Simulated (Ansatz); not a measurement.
Results of the Gaussian-basis code of Ansatz.

A structure relaxed at PBE0-D4/def2-TZVP, charge 0, multiplicity 1:

Cartesian coordinates in Å:
```
O -1.3759 -0.0801 1.7224
B -0.0966 -0.1636 1.2756
C 0.3482 0.7421 0.0962
Si 0.2511 -0.1857 -1.5362
H -1.5693 -0.6992 2.4296
H 0.6516 -0.9625 1.7801
H 1.3935 1.0494 0.2030
H -0.2814 1.6323 0.0003
H 0.7392 0.6699 -2.6509
H 1.0896 -1.4143 -1.4918
H -1.1501 -0.5884 -1.8285
```

Task: Give its formula and SMILES.

Result: CH7BOSi, `OBC[SiH3]`.

Task: Summarise the bond lengths by kind.

Result: 1 × B–O 1.358 Å; 1 × H–O 0.960 Å; 1 × B–C 1.552 Å; 1 × B–H 1.205 Å; 1 × C–Si 1.880 Å; 2 × C–H 1.094 to 1.095 Å; 3 × H–Si 1.487 to 1.488 Å.
